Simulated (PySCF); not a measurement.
A GIAO shielding run with PySCF 2.14.0 with density-fitted response routines (density fitting, non-relativistic, gas phase) on `InChI=1S/C4H12OSi2/c6-2-1-5-4-3-7-4/h4H,1-3,7H2,6H3/t4-/m1/s1`:

```
$ OMP_NUM_THREADS=1 python probes_run.py task.json out

{"job": {"kind": "nmr", "xc": "PBE0", "basis": "pcSseg-1"}, "charge": 0, "multiplicity": 1}
Si     1.972410    -0.278850     1.133444
C      2.174099    -0.252013    -0.760817
C      0.778030    -0.142687    -1.339314
O      0.045246     0.654256    -0.426091
C     -1.336016     0.669638    -0.635290
C     -2.129493    -0.584919    -0.224779
Si    -2.443952     0.910092     0.876785
H      1.678935     1.040965     1.679218
H      0.956465    -1.261078     1.518453
H      3.261026    -0.734325     1.679783
H      2.768419     0.611385    -1.056177
H      2.675529    -1.137670    -1.146111
H      0.317648    -1.137877    -1.417275
H      0.757050     0.317601    -2.339619
H     -1.598628     1.083773    -1.610780
H     -1.526828    -1.397372     0.158777
H     -2.867540    -0.932676    -0.934814
H     -1.807127     0.942398     2.176489
H     -3.685076     1.638610     0.675820
```

Hardware: 1 thread of an Arm Neoverse N1, shared host. The job also computes population analyses, field gradients, ring-centre shieldings.

Q: How large is the calculation?

A: 72 electrons, 193 basis functions and 1047 auxiliary functions.

Q: How long does it take, and how much memory does it need?

A: 58 s of wall time, with 14 SCF cycles and 4 response iterations; peak memory 0.79 GiB. Times on a shared host scatter by some tens of per cent.
